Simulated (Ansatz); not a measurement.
The same path of a periodic cell of 17 atoms, TiSi16 (host Si, host structure diamond, interstitial Ti) was run twice with different band settings. Lost on the way: Si5–Ti17, Si6–Ti17, Si7–Ti17, Si13–Ti17. Made: Si8–Ti17, Si14–Ti17, Si15–Ti17, Si16–Ti17.

The calculation used DFT PBE-D3(BJ), scalar-relativistic, plane waves, PAW (Ansatz). Settings: PAW set soft_1, cutoff 420 eV, k mesh 2x2x2, gaussian smearing 0.02 eV, no spin polarisation.

Relaxed end points:

```xyz
17
Lattice="0.0000 5.4300 5.4300 5.4300 0.0000 5.4300 5.4300 5.4300 0.0000" Properties=species:S:1:pos:R:3
Si 0.008 0.000 0.038
Si 1.319 1.323 1.334
Si 2.717 2.720 -0.022
Si 4.115 4.118 1.333
Si 2.738 -0.036 2.718
Si 4.139 1.297 4.120
Si 5.472 2.699 2.718
Si 6.782 4.085 4.082
Si -0.041 2.739 2.714
Si 1.298 4.137 4.112
Si 2.698 5.476 2.714
Si 4.081 6.786 4.080
Si 2.720 2.717 5.449
Si 4.093 4.098 6.754
Si 5.431 5.435 5.405
Si 6.769 6.773 6.754
Ti 2.719 2.717 2.735
```

```xyz
17
Lattice="0.0000 5.4300 5.4300 5.4300 0.0000 5.4300 5.4300 5.4300 0.0000" Properties=species:S:1:pos:R:3
Si -0.018 0.031 -0.015
Si 1.361 1.340 1.359
Si 2.779 2.669 -0.063
Si 4.113 4.069 1.342
Si 2.735 0.036 2.739
Si 4.075 1.382 4.078
Si 5.424 2.706 2.726
Si 6.810 4.072 4.034
Si -0.062 2.676 2.777
Si 1.342 4.072 4.116
Si 2.757 5.455 2.759
Si 4.079 6.751 4.072
Si 2.724 2.707 5.427
Si 4.030 4.075 6.811
Si 5.390 5.454 5.394
Si 6.789 6.811 6.791
Ti 1.360 4.054 1.358
```

Common settings: climbing image yes; spring 5.0 eV/Å²; force threshold 0.05 eV/Å; end points relaxed.

| run | movable images | optimiser | start path | iteration limit | theory |
| --- | --- | --- | --- | --- | --- |
| 1 | 5 | fire | IDPP | 47 | DFT PBE-D3(BJ), scalar-relativistic, plane waves, PAW PAW set soft_1, cutoff 420 eV, k mesh 2x2x2, gaussian smearing 0.02 eV, no spin polarisation |
| 2 | 3 | quadratic models (default) | default | 50 | DFT PBE-D3(BJ), scalar-relativistic, plane waves, PAW PAW set soft_1, cutoff 300 eV, k mesh 2x2x2, gaussian smearing 0.02 eV, no spin polarisation |

What does each run give, and how far can it be trusted?

Run 1: converged after 31 iterations, highest image 1.731 eV above the first end. By the program's own check the climbing image is of a kind that is not told: the force calls were inconclusive, a negative curvature could not be distinguished from the path's own, the only one lies far off the path, or fixed occupations may fill a level only in part (lowest curvatures found: -2.27 and -0.10 eV/Å²).
Run 2: converged after 8 iterations, highest image 1.713 eV above the first end. Neighbouring images differ by up to 1.3 eV, so the band resolves the path poorly. The order of the stationary point at the top wasn't checked. The plane-wave cutoff is below what these datasets need, so energies and pressures aren't converged.
Limits of this set-up: coarse k mesh, a small cell, in which the defect meets its images.
